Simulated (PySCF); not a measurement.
Compound: C₅H₃F₃O.
SMILES: `c1(=O)c(CC(F)(F)F)c1`

Torsions of this conformer, `[O:1]=[c:2]1[cH:3][c:4]1[CH2:5][C:6]([F:7])([F:8])[F:9]`: C3–C4–C5–C6 0°, C4–C5–C6–F7 60°.

The closed-shell ground state was solved at several levels (PySCF, density fitting, gas phase, non-relativistic). Isolated species at its GFN2-xTB geometry (one conformer only).

```
              level  basis functions  HOMO (eV)  LUMO (eV)  gap (eV)  dipole (D)
      PBE0/pcSseg-1              168      -7.19      -1.22      5.97        2.27
CAM-B3LYP/def2-SVPD              216      -8.67      -0.14      8.53        2.43
```

(1) What might PBE0/def2-SVPD (216 basis functions) give for the same quantities?

(2) Over all these levels, which gives the widest orbital gap and which the narrowest?

(3) How far do the dipole and the HOMO energy spread over the levels?

Results:

(1) HOMO -7.25 eV, LUMO -1.31 eV, gap 5.94 eV, dipole 2.40 D.

(2) CAM-B3LYP/def2-SVPD (range-separated hybrid) has the widest, 8.53 eV, and PBE0/def2-SVPD (global hybrid, 25 % exact exchange) the narrowest, 5.94 eV. The two share the basis. From the narrowest to the widest the HOMO moves by -1.42 eV and the LUMO by +1.17 eV.

(3) The dipole runs from 2.27 to 2.43 D (mean 2.37 D) and the HOMO from -8.67 to -7.19 eV.
